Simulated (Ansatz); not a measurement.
Relaxation of C2H5NSi (9 atoms, charge 0, multiplicity 1), to a largest force component of 0.015 eV/Å in at most 40 steps.

Computed with Ansatz, RKS B3LYP/6-31G.

```xyz
9
Properties=species:S:1:pos:R:3
C -1.285 0.741 -0.588
Si 0.193 -0.439 -0.661
C 1.203 -0.589 0.792
N 2.006 0.011 1.513
H -1.757 0.725 0.390
H -2.036 0.469 -1.325
H -0.978 1.764 -0.794
H 0.930 -0.292 -1.911
H 2.383 -0.478 2.324
```

Q: Where does it end, and by what steps?

A: It converged. Limits of this set-up: no polarisation functions. After 16 steps the energy has fallen by 1.069 eV; C3 moved furthest, 0.47 Å.

```tsv
step	energy less start (eV)	largest force component (eV/Å)	accepted
0	0.0000	2.357	yes
1	-0.4254	2.263	yes
2	-0.4485	2.699	yes
3	-0.6415	0.913	yes
4	-0.8784	0.917	yes
5	-0.9069	1.103	yes
6	-0.9921	0.609	yes
7	-1.0037	0.638	yes
8	-0.9843	1.030	no
9	-1.0490	0.212	yes
10	-1.0563	0.158	yes
11	-1.0595	0.345	yes
12	-1.0670	0.097	yes
13	-1.0680	0.085	yes
14	-1.0689	0.072	yes
15	-1.0690	0.034	yes
16	-1.0691	0.011	yes
```

```xyz
9
Properties=species:S:1:pos:R:3
C -1.310 0.734 -0.591
Si 0.079 -0.640 -0.683
C 1.293 -0.143 0.661
N 2.035 -0.091 1.603
H -1.777 0.740 0.400
H -2.084 0.477 -1.323
H -0.932 1.734 -0.818
H 0.949 -0.267 -1.880
H 2.404 -0.630 2.371
```

Whether the end is a true minimum wasn't checked by a vibrational analysis.

Run time: 41 s on 1 thread of Arm Neoverse V1 (shared host), peak memory 0.12 GiB.
